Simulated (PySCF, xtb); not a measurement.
C4H7FSi. Atoms are numbered in the order given.

```xyz
13

Si    -0.2386     0.0536     0.3822
F      0.5409     1.4132     0.8464
C     -1.0231     0.4559    -1.2540
C     -0.8949     1.6578    -1.8284
C      0.9683    -1.3536     0.2594
C      0.8752    -2.4422     1.0328
H     -1.2409    -0.2780     1.4359
H     -1.6033    -0.3184    -1.7736
H     -1.3486     1.8934    -2.7976
H     -0.3258     2.4601    -1.3464
H      1.7729    -1.3075    -0.4863
H      1.5715    -3.2841     0.9464
H      0.0929    -2.5425     1.7945
```

Geometry optimised at PBE0-D3(BJ)/def2-SVP. Other conformers were not sampled.

Computed with IEF-PCM-PBE0/def2-SVP run with PySCF.

The values are the electrostatic part of the solvation free energy, E(continuum) − E(gas) at the gas-phase geometry, in a cavity of scaled van der Waals radii (PySCF's table); cavitation and dispersion terms are not included. In vacuum the orbital gap is 7.20 eV. The dipole moment in vacuum is 1.82 D.

Computed values in water (ε = 78.36), chloroform (ε = 4.71), acetonitrile (ε = 35.69):
```
solvent           ε  ΔG(elec) (kcal/mol)  dipole (D)  gap (eV)
------------  -----  -------------------  ----------  --------
water         78.36                 -3.0        2.27      7.22
chloroform     4.71                 -2.1        2.13      7.22
acetonitrile  35.69                 -2.9        2.26      7.22
```

For comparison, GFN2-xTB/ALPB(water) (xtb, at the GFN2-xTB geometry, all terms of that model) gives -0.9 kcal/mol.
